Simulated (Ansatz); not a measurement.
(ZnTe)2 ring (Zn₂Te₂). Charge 0, multiplicity 1. Geometry r2SCAN-D4/def2-SVP.

Cartesian coordinates in Å:
```
Zn 0.352 1.112 0.409
Te 1.990 -0.291 -0.921
Zn -0.352 -1.112 -0.409
Te -1.990 0.291 0.921
```

In the def2 sets Te takes a core potential, while STO-3G treats all electrons; there is no spin–orbit coupling.

Q: Estimate the orbital energies around the gap (eV) in Ansatz with HF/STO-3G, PBE-D4/def2-SVP, PBE-D4/def2-TZVPD, revPBE-D4/def2-TZVP, r2SCAN-D4/def2-TZVP.

A: 
| orbital | HF/STO-3G | PBE-D4/def2-SVP | PBE-D4/def2-TZVPD | revPBE-D4/def2-TZVP | r2SCAN-D4/def2-TZVP |
| --- | --- | --- | --- | --- | --- |
| HOMO−13 | -21.33 | -11.96 | -12.41 | -12.31 | -12.83 |
| HOMO−12 | -18.93 | -11.93 | -12.38 | -12.29 | -12.80 |
| HOMO−11 | -18.87 | -11.84 | -12.34 | -12.25 | -12.77 |
| HOMO−10 | -18.85 | -11.79 | -12.24 | -12.15 | -12.67 |
| HOMO−9 | -18.63 | -11.73 | -12.24 | -12.15 | -12.67 |
| HOMO−8 | -17.54 | -11.73 | -12.22 | -12.13 | -12.66 |
| HOMO−7 | -12.59 | -11.72 | -12.19 | -12.10 | -12.61 |
| HOMO−6 | -11.84 | -11.70 | -12.17 | -12.09 | -12.61 |
| HOMO−5 | -9.29 | -8.76 | -8.98 | -8.87 | -9.20 |
| HOMO−4 | -8.40 | -7.27 | -7.48 | -7.37 | -7.67 |
| HOMO−3 | -8.03 | -6.16 | -6.33 | -6.24 | -6.56 |
| HOMO−2 | -6.46 | -5.94 | -6.13 | -6.04 | -6.34 |
| HOMO−1 | -6.41 | -5.67 | -5.91 | -5.83 | -6.14 |
| HOMO | -4.87 | -4.95 | -5.20 | -5.11 | -5.39 |
| LUMO | 3.04 | -3.34 | -3.63 | -3.51 | -3.46 |
| LUMO+1 | 3.22 | -2.90 | -3.14 | -3.02 | -2.98 |
| LUMO+2 | 4.24 | -0.50 | -1.46 | -1.34 | -1.23 |
| LUMO+3 | 6.50 | -0.10 | -0.99 | -0.84 | -0.68 |
| LUMO+4 | 7.75 | 0.59 | -0.80 | -0.61 | -0.37 |
| LUMO+5 | 8.09 | 1.25 | -0.25 | 0.36 | 0.83 |
